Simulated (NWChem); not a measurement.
## Correlation energy of HIn

```
In
H 1 1.8630
```
Charge 0, spin multiplicity 1.

All runs are NWChem calculations. The geometry was optimised at PBE0/def2-SVP with def2 effective core potentials on In, a minimum by its harmonic frequencies.

Basis set: def2-QZVP. Each correlation energy counts from its own Hartree-Fock reference.

Effective core potentials replace the inner electrons of In; spin-orbit coupling is left out. The correlated methods keep 4 core orbitals frozen. The structure started from a generated list of species. Coupled-cluster values serve here as a point of comparison, not as the truth.

```tsv
method	correlation energy (mHa)
MP2	-461.8
SCS-MP2	[?]
CR-CCSD[T]	-449.2
CR-CCSD(T)	[?]
CCSD	-439.8
CCSD+T(CCSD)	-451.4
CCSD(T)	-450.9
```

Question: What belongs in the gaps?

Answer: 
- SCS-MP2, correlation energy (mHa): -414.7
- CR-CCSD(T), correlation energy (mHa): -448.8
